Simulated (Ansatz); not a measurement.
Cartesian coordinates in Å:
```
O 1.097 -0.493 -0.914
In -0.501 -0.269 0.212
Cl -0.531 1.879 1.124
H 1.635 0.303 -0.929
H -1.699 -1.420 0.507
```

The species carries charge 0 and has multiplicity 1. In: def2 effective core potential.

List the PBE0/def2-TZVPP orbital energies in eV (Ansatz 0.2.0). (An estimate is asked.)

Ansatz gave: Occupied: -2766.88, -522.41, -258.70, -196.97, -196.86, -196.85, -129.15, -85.66, -85.41, -85.31, -27.22, -23.00, -22.19, -22.17, -22.09, -21.95, -21.17, -13.48, -11.68, -9.92, -9.23, -9.16, -8.74, -8.64. Lowest empty: -1.51, -1.39, 0.20, 1.33, 2.04, 2.12, 3.13, 3.68.
